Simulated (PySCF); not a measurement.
NICS in one family of compounds.

NICS = −σ at a ghost point: NICS(0) at the centroid of the ring atoms, NICS(1) 1 Å to either side along the normal of their mean plane, zz for the tensor component along that normal. Level: GIAO PBE0/pcSseg-1 (PySCF, non-relativistic, gas phase) on the PBE0-D3(BJ)/def2-SVP geometries, one conformer each. Atom numbers follow the mapped SMILES.

Task: Order these rings by mean NICS(1)zz, lowest (most negative) first (ppm).
A. ring C3–P4–C5–P6–C7–P8 in `[CH3:1][S:2][c:3]1[p:4][cH:5][p:6][cH:7][p:8]1`
B. ring C4–P5–C6–P7–C8–P9 in `[CH3:1][N:2]([CH3:3])[c:4]1[p:5][cH:6][p:7][cH:8][p:9]1`
C. ring C3–P4–C5–P6–C7–P8 in `[CH3:1][O:2][c:3]1[p:4][cH:5][p:6][cH:7][p:8]1`

Result: C (-22.5), B (-21.4), A (-20.0).

```json
{"SMILES": "COc1pcpcp1", "ring": "6-membered ring with 3 P; formal bonds all aromatic", "NICS(0)": "-6.7", "NICS(1)": "-9.5", "NICS(1)zz": "-22.5", "HOMA": "0.74", "rms pucker (Å)": "0.00", "ring atoms with four or more neighbours": "0"}
{"SMILES": "CN(C)c1pcpcp1", "ring": "6-membered ring with 3 P; formal bonds all aromatic", "NICS(0)": "-6.7", "NICS(1)": "-9.2", "NICS(1)zz": "-21.4", "HOMA": "0.62", "rms pucker (Å)": "0.01", "ring atoms with four or more neighbours": "0"}
{"SMILES": "CSc1pcpcp1", "ring": "6-membered ring with 3 P; formal bonds all aromatic", "NICS(0)": "-5.2", "NICS(1)": "-8.6", "NICS(1)zz": "-20.0", "HOMA": "0.77", "rms pucker (Å)": "0.00", "ring atoms with four or more neighbours": "0"}
```

NICS(0) ties some rings at the printed digit and otherwise keeps the order. The isotropic NICS(1) gives the same order. HOMA uses Krygowski's 1993 parameters. NICS(1) and NICS(1)zz are means over the two faces.
